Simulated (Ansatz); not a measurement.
Job for Ansatz (a first-principles code): R-r2SCAN/def2-TZVPP on H2Te (SMILES [TeH2]). Elements past Kr take the def2 small-core potentials; no spin–orbit coupling.

Ansatz 0.2 input:
```yaml
crystal:
  periodic: [false, false, false]
  atoms:
    - {symbol: Te, position_ang: [-0.00012396, 0.04333976, 0.00000000]}
    - {symbol: H, position_ang: [-1.17582917, -1.13020603, 0.00000000]}
    - {symbol: H, position_ang: [1.18227526, -1.12346123, 0.00000000]}
basis:
  gaussian:
    orbitals: def2-TZVPP
hamiltonian:
  xc: {name: r2SCAN}
accuracy: high
relax: {f_tol: 0.0005, max_steps: 60}
scf: {lower_state_search: off}
output: {forces: true}
```

Program output:

```
WARN ansatz: RAYON_NUM_THREADS=2 ignored (pool sized by the plan → 2); use --threads N
Functional definition: r2SCAN
these checks for a lower state are left out or cut short: stability, starts, cluster_reference, orbital_swaps, neighbouring_geometries, increment
integrals: 0.07 GiB planned
1483 factors; integrals over basis functions are off by at most 1.7e-9 eV
mean field: 0.23 GiB planned
mean field evaluation 1: about -7328.1572 eV, gradient 8.6e0 eV
mean field evaluation 2: about -7328.1873 eV, gradient 1.0e1 eV
mean field evaluation 4: about -7328.3929 eV, gradient 6.2e-1 eV
mean field evaluation 8: about -7328.3928 eV, gradient 4.6e-3 eV
mean field evaluation 16: about -7328.3928 eV, gradient 5.0e-8 eV
mean field -7328.39275410 eV, -269.3134663503 hartree, gradient 2.7e-8 eV, S^2 0.000000; 0 other end points of the search recorded, 0 dependent functions left out
the calculation of the forces begins
reference -7328.39275471 eV, -269.3134663727 hartree; 13, 13 occupied and 65, 65 virtual orbitals, 1483 factors
relax step   1: F+E_penalty+E_count = -7328.39275410 eV  Δ(F+E_penalty+E_count) = +0.000e0 eV  max|allowed force component| = 8.619e-2 eV/Å  Δτ_max = 0.0000 Å  (15 SCF iters, accepted)
these checks for a lower state are left out or cut short: stability, starts, cluster_reference, orbital_swaps, neighbouring_geometries, increment
integrals: 0.07 GiB planned
1483 factors; integrals over basis functions are off by at most 1.6e-9 eV
mean field: 0.23 GiB planned
mean field -7328.39280160 eV, -269.3134680957 hartree, gradient 1.5e-8 eV, S^2 0.000000; 0 other end points of the search recorded, 0 dependent functions left out
the calculation of the forces begins
reference -7328.39280221 eV, -269.3134681180 hartree; 13, 13 occupied and 65, 65 virtual orbitals, 1483 factors
relax step   2: F+E_penalty+E_count = -7328.39280160 eV  Δ(F+E_penalty+E_count) = -4.749e-5 eV  max|allowed force component| = 5.205e-2 eV/Å  Δτ_max = 0.0167 Å  (24 SCF iters, accepted)
these checks for a lower state are left out or cut short: stability, starts, cluster_reference, orbital_swaps, neighbouring_geometries, increment
integrals: 0.07 GiB planned
1483 factors; integrals over basis functions are off by at most 1.7e-9 eV
mean field: 0.23 GiB planned
mean field evaluation 32: about -7328.3932 eV, gradient 2.1e-4 eV
mean field -7328.39323239 eV, -269.3134839271 hartree, gradient 1.7e-8 eV, S^2 0.000000; 0 other end points of the search recorded, 0 dependent functions left out
the calculation of the forces begins
reference -7328.39323300 eV, -269.3134839495 hartree; 13, 13 occupied and 65, 65 virtual orbitals, 1483 factors
relax step   3: F+E_penalty+E_count = -7328.39323239 eV  Δ(F+E_penalty+E_count) = -4.308e-4 eV  max|allowed force component| = 3.266e-3 eV/Å  Δτ_max = 0.0092 Å  (18 SCF iters, accepted)
these checks for a lower state are left out or cut short: stability, starts, cluster_reference, orbital_swaps, neighbouring_geometries, increment
integrals: 0.07 GiB planned
1483 factors; integrals over basis functions are off by at most 1.7e-9 eV
mean field: 0.23 GiB planned
mean field -7328.39323275 eV, -269.3134839401 hartree, gradient 2.8e-8 eV, S^2 0.000000; 0 other end points of the search recorded, 0 dependent functions left out
the calculation of the forces begins
reference -7328.39323336 eV, -269.3134839625 hartree; 13, 13 occupied and 65, 65 virtual orbitals, 1483 factors
relax step   4: F+E_penalty+E_count = -7328.39323275 eV  Δ(F+E_penalty+E_count) = -3.525e-7 eV  max|allowed force component| = 2.242e-4 eV/Å  Δτ_max = 0.0002 Å  (16 SCF iters, accepted)
Total energy: -7328.39323336 eV, -269.3134839625 hartree
Atom 0 at    -0.000126     0.043934    -0.000000 Å, force     0.000001    -0.000224     0.000000 eV/Å
Atom 1 at    -1.168381    -1.130482     0.000000 Å, force     0.000074     0.000112    -0.000000 eV/Å
Atom 2 at     1.174829    -1.123780     0.000000 Å, force    -0.000075     0.000112     0.000000 eV/Å
Dipole moment:     0.000129    -0.045033    -0.000000 e Å
Checks for a lower state left out: stability, starts, cluster_reference, orbital_swaps, neighbouring_geometries, increment
```

Self-consistency was reached.

Cost: very roughly 24 core-seconds.
